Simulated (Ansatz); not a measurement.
The cluster Na5⁻. The state is a singlet with charge -1. Geometry PBE0/def2-SVPD; atoms count from 1.

```xyz
5

Na    2.729    3.166   -0.267
Na    1.081   -2.373    2.136
Na   -1.723   -1.990    0.161
Na    0.574    0.650   -0.051
Na   -2.661    0.547   -1.979
```

The restricted singlet is unstable towards broken spin symmetry in Hartree–Fock (as tested in another run); at PBE0/def2-TZVPD this wasn't settled. Another isomer (singlet) lies 0.08 eV lower at PBE0/def2-TZVPD; other spin states weren't run for this one.

(1) Estimate the Mulliken populations from the PBE0/def2-TZVPD orbitals of Ansatz.

(2) And the Mayer bond orders between bonded heavy atoms (over 0.3)?

## Answers

(1) 
```
atom  charge (e)
 Na1       -0.27
 Na2       -0.27
 Na3       -0.10
 Na4       -0.09
 Na5       -0.27
```
Mulliken values and Mayer orders depend strongly on the basis. With diffuse functions, as here, like atoms can get unlike values, and bond orders can come out too low or too high.

(2) Na1–Na4 0.75 (3.32 Å); Na2–Na3 0.59 (3.45 Å); Na2–Na4 0.32 (3.77 Å); Na3–Na5 0.59 (3.45 Å); Na4–Na5 0.32 (3.77 Å).
